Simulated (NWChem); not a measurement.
AlH$_{3}$Se$_{2}$; SMILES [SeH][AlH][SeH]

```xyz
6

Al     0.0000     0.0000    -0.9823
H      0.0000     0.0000    -2.5619
Se    -2.0191     0.3072     0.1115
H     -1.4230     0.2163     1.4531
Se     2.0191    -0.3072     0.1115
H      1.4230    -0.2163     1.4531
```
Atoms are numbered in this order, from 1.

Geometry: optimised at PBE0/def2-SVP.

Spin-orbit effects, on the heavy nuclei and on their neighbours, are missing.

Question: Give the principal values of the shielding tensors (ppm) of Al1, Se3 from Hartree-Fock/6-31G* (spherical d), GIAO (NWChem), with their diamagnetic and paramagnetic parts as GIAO splits them.

Answer: 
```json
[
 {"atom": "Al1", "σ11": "378.4", "σ22": "395.8", "σ33": "440.0", "isotropic": "404.7", "diamagnetic": "795.0", "paramagnetic": "-390.3"},
 {"atom": "Se3", "σ11": "2086.4", "σ22": "2248.2", "σ33": "2479.1", "isotropic": "2271.2", "diamagnetic": "2999.2", "paramagnetic": "-728.0"}
]
```
